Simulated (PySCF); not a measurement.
## Excited states of Pb⁴⁺ (lead, charge +4)

Ground state [Xe] 4f14 5d10, ¹S. Computed with PySCF 2.14 in x2c-SVPall with two added diffuse shells each of s, p type (9s9p4d2f, 70 functions), with the spin-free X2C one-electron Hamiltonian (Gaussian nucleus). Vertical excitation energies in eV without spin-orbit coupling; excited terms of each kind are numbered among those the solver found. Frozen: [Xe] 4f14.

```json
{"term": "1 3D", "leading excitation": "5d → s", "EOM-EE-CCSD": "15.645"}
{"term": "1 1D", "leading excitation": "5d → s", "EOM-EE-CCSD": "16.576"}
{"term": "1 3P°", "leading excitation": "5d → p", "EOM-EE-CCSD": "27.887"}
{"term": "1 3F°", "leading excitation": "5d → p", "EOM-EE-CCSD": "28.436"}
{"term": "1 1F°", "leading excitation": "5d → p", "EOM-EE-CCSD": "28.875"}
{"term": "1 1D°", "leading excitation": "5d → p", "EOM-EE-CCSD": "29.386"}
{"term": "1 3D°", "leading excitation": "5d → p", "EOM-EE-CCSD": "29.441"}
{"term": "1 1P°", "leading excitation": "5d → p", "EOM-EE-CCSD": "29.649"}
{"term": "1 3G", "leading excitation": "5d → d", "EOM-EE-CCSD": "43.043"}
{"term": "1 3F", "leading excitation": "5d → d", "EOM-EE-CCSD": "43.602"}
{"term": "2 3D", "leading excitation": "5d → s", "EOM-EE-CCSD": "43.891"}
```

The spin-orbit splitting of the hole, absent here, rivals or exceeds the spacing of these terms, so the LS terms are model states.

The solver can miss terms.
